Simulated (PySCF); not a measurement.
GeH₇NSi. Atoms are numbered in the order given.

```xyz
10

Si     0.6000    -1.1813     0.0000
N     -0.7051    -2.3297     0.0000
Ge    -0.0915     1.1110     0.0000
H      1.4278    -1.4218     1.2214
H      1.4278    -1.4218    -1.2214
H     -1.2837    -2.3994     0.8307
H     -1.2837    -2.3994    -0.8307
H     -0.9584     1.4175     1.2407
H      1.0926     2.1007     0.0000
H     -0.9584     1.4175    -1.2407
```
Charge 0, spin multiplicity 1.

The structure is a stationary point at PBE0-D3(BJ)/def2-SVP. This is a generated structure with no PubChem entry under its InChIKey; it may be hypothetical. One conformer was computed; it need not be the lowest.

These are TDA-LC-ωPBE/def2-SVPD (PySCF) values and carry that method's errors.

Vertical excitations. The molecule is in vacuum. State labels are in the subgroup Cs.

Computed lowest excited states:
| state | symmetry | energy (eV) | λ (nm) | f | main pairs |
|---|---|---|---|---|---|
| S1 | A' | 6.24 | 199 | 0.025 | HOMO→LUMO 64 %, HOMO→LUMO+1 25 % |
| S2 | A" | 7.20 | 172 | 0.032 | HOMO→LUMO+3 85 % |
| S3 | A' | 7.32 | 169 | 0.061 | HOMO→LUMO+1 36 %, HOMO→LUMO 24 %, HOMO→LUMO+2 22 %, HOMO→LUMO+4 6 % |
| S4 | A' | 7.74 | 160 | 0.292 | HOMO→LUMO+2 48 %, HOMO→LUMO+1 16 %, HOMO→LUMO+4 15 % |
| S5 | A' | 8.00 | 155 | 0.163 | HOMO→LUMO+4 64 %, HOMO→LUMO+1 10 % |
| S6 | A' | 8.08 | 153 | 0.112 | HOMO→LUMO+6 34 %, HOMO−1→LUMO 27 %, HOMO→LUMO+2 8 %, HOMO−3→LUMO 7 % |
| S7 | A" | 8.18 | 152 | 0.000 | HOMO→LUMO+5 71 % |
| S8 | A" | 8.65 | 143 | 0.013 | HOMO→LUMO+8 44 %, HOMO−2→LUMO 17 % |
| S9 | A" | 8.71 | 142 | 0.005 | HOMO−2→LUMO 28 %, HOMO→LUMO+8 22 %, HOMO−2→LUMO+1 13 %, HOMO→LUMO+5 6 % |
| S10 | A' | 9.09 | 136 | 0.161 | HOMO→LUMO+6 36 %, HOMO−1→LUMO+1 23 %, HOMO−1→LUMO 11 %, HOMO−1→LUMO+6 6 % |
| T1 | A' | 5.61 | 221 | 0 | HOMO→LUMO 56 %, HOMO→LUMO+1 24 %, HOMO→LUMO+2 10 % |
| T2 | A" | 6.31 | 196 | 0 | HOMO→LUMO+3 82 % |
| T3 | A' | 6.66 | 186 | 0 | HOMO→LUMO+1 42 %, HOMO→LUMO+2 13 %, HOMO→LUMO 8 %, HOMO→LUMO+9 7 % |
| T4 | A' | 6.91 | 179 | 0 | HOMO→LUMO+2 44 %, HOMO→LUMO 17 %, HOMO→LUMO+6 11 % |
Triplets are in the Tamm–Dancoff approximation.
Roots above 9.0 eV, the ΔSCF ionisation energy, lie in the ionisation continuum and depend on the basis.
